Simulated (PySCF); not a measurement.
Input for PySCF: R-HF/STO-3G on FH3OSi (SMILES O[SiH2]F), a point of a torsion scan.

```python
from pyscf import gto, scf, dft, mp
from pyscf.data.elements import chemcore

mol = gto.M(
    atom='''
    O     1.13769037   -0.03550630   -0.46626699
    Si   -0.38051717   -0.07372310    0.08596788
    F    -1.21222707   -0.39023622   -1.23854175
    H     1.89231714    0.13375786    0.08648041
    H    -0.82551338    1.22513317    0.55807922
    H    -0.60583384   -1.18266640    0.99558319
    ''',
    basis='sto-3g',
    charge=0, spin=0, verbose=3, max_memory=1800)
mf = scf.RHF(mol)
mf.conv_tol = 1e-8
mf.max_cycle = 100
mf.kernel()
if not mf.converged:
    mf = mf.newton().run(mf.mo_coeff, mf.mo_occ)
```

Question: Give the final energy of this run.

Answer: -459.2422 hartree.
